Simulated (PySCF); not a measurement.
## Spin states of ZrCl⁺

Unrestricted PBE0; basis Zr def2-TZVPPD with ECP28, Cl def2-TZVPPD; scalar-relativistic core potentials; PySCF 2.14. Outer shells of the fragments: Zr+ 4d2 5s1; Cl 3s2 3p5.

Followed along the bond (rough minima from three points):

```tsv
2Ms+1	unpaired	⟨S²⟩ at the start	R at minimum (Å)	Te (eV)
3	σ ↑, δ ↑	2.01	2.23	0.00
3	δ ↑↑	2.01	2.26	0.41
3	π ↑, δ ↑	2.01	2.30	0.47
1	δ ↑↓	1.00	2.26	0.64
1	σ ↓, δ ↑	1.00	2.23	0.65
1	π ↓, δ ↑	1.00	2.29	0.71
```

Solutions found at the starting distance of 2.475 Å, counted from the lowest of them; the search is not exhaustive and high or unbound solutions are not listed, so other states can lie among these:

```tsv
2Ms+1	unpaired	term	E (eV)	⟨S²⟩	⟨Lz²⟩	μ (D)
3	σ ↑, δ ↑	³Δ	0.00	2.01	4.01	-6.76
3	π ↑, δ ↑	mixed	0.26	2.01	4.55	-7.17
3	δ ↑↑	³Σ⁻	0.31	2.01	0.00	-7.23
1	π ↓, δ ↑	mixed	0.53	1.00	3.88	-6.96
1	δ ↑↓	mixed	0.55	1.00	8.01	-7.24
1	σ ↓, δ ↑	mixed	0.67	1.00	4.00	-6.73
```

A term symbol is given only where ⟨S²⟩ and ⟨Lz²⟩ are close to those of a pure state; real π, δ and φ orbitals otherwise mix terms. A positive dipole points towards Cl; it is taken about the centre of mass and depends on that origin.

Compare the gap between the two lowest followed solutions at the starting distance with the gap between their minima.

At PBE0 the second solution (triplet, unpaired electrons δ ↑↑) lies +0.31 eV from the first (triplet, unpaired electrons σ ↑, δ ↑) at 2.475 Å and +0.41 eV at the minima; the two curves relax by different amounts, since their minima lie near 2.26 and 2.23 Å.

Spin–orbit coupling is left out. The state is the lowest single determinant that the PBE0 search found; with open d or f shells the true ground state can be another one.
